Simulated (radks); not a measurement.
Valence configurations of Rh+ (all share [Kr]). Method: non-relativistic Kohn-Sham, BLYP, spin-polarised, spherical densities, point nucleus; open shells are filled with parallel spins first (spin-orbit coupling, left out, can overturn this in heavy ions); relativity is left out, which matters for an element this heavy; computed with a radial shooting solver on a logarithmic mesh with Libxc functionals. Energies are relative to 4d8; eigenvalues in eV for spin up.

valence          E (eV)  moment (Bohr magnetons)    e(4d)   e(5p)    e(5s)
4d8               0.000                        2  -14.279       -        -
4d7 5s1           3.049                        4  -17.899       -  -12.107
4d7.5 5s0.5       1.386                        3  -16.061       -  -11.319
4d6 5s2           8.677                        4  -21.790       -  -13.304
4d6.5 5s0.5 5p1   9.997                        5  -20.934  -8.567  -13.588
4d6 5s1 5p1      12.540                        6  -22.844  -9.058  -14.320
4d6 5s1.5 5p0.5  10.719                        5  -22.347  -8.654  -13.840
4d7 5p1           7.781                        4  -19.069  -8.069        -
4d5 5s2 5p1      20.709                        6  -26.942  -9.821  -15.505
4d7.5 5p0.5       3.619                        3  -16.665  -7.227        -

NIST lists [Kr] 4d8 as the ground configuration; this level of theory agrees among the configurations tried. The energies are those of spherical high-spin densities, not of single terms. Relativity is left out, which favours d and f over s occupation in heavy atoms.
